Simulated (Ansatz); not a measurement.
```yaml
crystal:
  periodic: [false, false, false]
  atoms:
    - {symbol: C, position_ang: [-0.494393, 1.391753, -0.458707]}
    - {symbol: N, position_ang: [-0.307382, 0.548299, 0.571719]}
    - {symbol: Si, position_ang: [0.681601, -0.839891, 0.510164]}
    - {symbol: Se, position_ang: [0.574741, -2.099262, -1.388567]}
    - {symbol: H, position_ang: [-1.121224, 1.203315, -1.013297]}
    - {symbol: H, position_ang: [-0.976600, 2.343838, 0.385136]}
    - {symbol: H, position_ang: [0.711258, 1.691697, -0.882722]}
    - {symbol: H, position_ang: [-1.016583, 0.115960, 1.291279]}
    - {symbol: H, position_ang: [0.336684, -2.001415, 1.611838]}
    - {symbol: H, position_ang: [1.890251, -0.543569, 0.160820]}
    - {symbol: H, position_ang: [-0.783738, -2.549673, -1.126510]}
basis:
  gaussian: {orbitals: def2-SVP}
hamiltonian: {xc: {name: HF}}
correlation: {active_space: {window: {electrons: 3, orbitals: 2}}}
output: {forces: true}
```

```sh
$ ansatz run in.yaml --threads 4 --pin off --events-out ev --progress --plain --max-ram 10444MiB
```

Shortened log:

```
Functional definition: HF
1125 factors; integrals over basis functions are off by at most 1.2e-3 eV
mean field evaluation 1: about -75768.7258 eV, gradient 3.0e1 eV
mean field evaluation 2: about -75768.7696 eV, gradient 3.0e1 eV
mean field evaluation 4: about -75771.4206 eV, gradient 3.7e0 eV
mean field evaluation 8: about -75771.4729 eV, gradient 2.9e-4 eV
mean field -75771.47289508 eV, -2784.5502691452 hartree, gradient 2.2e-6 eV, S^2 0.000000; 0 other end points of the search recorded, 0 dependent functions left out
reference -75771.47289508 eV, -2784.5502691452 hartree; 34, 34 occupied and 79, 79 virtual orbitals, 1125 factors
Error: 3 electrons in 2 orbitals form no window around the highest filled level of the reference
```

In this input the active space doesn't fit the electrons. The run stopped with an error.
